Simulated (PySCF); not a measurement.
Input file for PySCF: R-B3LYP/3-21G on C3H2O (a complex), monomers drawn apart or pushed together.

```python
from pyscf import gto, scf, dft, mp
from pyscf.data.elements import chemcore

mol = gto.M(
    atom='''
    C    -0.14136296    0.60135673   -0.49772889
    C     0.33868034   -0.29403580    0.13533121
    H    -0.56670585    1.39547260   -1.06143003
    H     0.76126688   -1.08504836    0.70559523
    C     0.06761565   -0.74100472    4.07483023
    O    -0.48697239   -0.01016603    4.72502237
    ''',
    basis='3-21g',
    charge=0, spin=0, verbose=3, max_memory=1800)
mf = dft.RKS(mol, xc='b3lyp')
mf.conv_tol = 1e-8
mf.max_cycle = 100
mf.kernel()
if not mf.converged:
    mf = mf.newton().run(mf.mo_coeff, mf.mo_occ)
```

Problem. Predict the final total energy.

Solution. -189.5782 hartree.
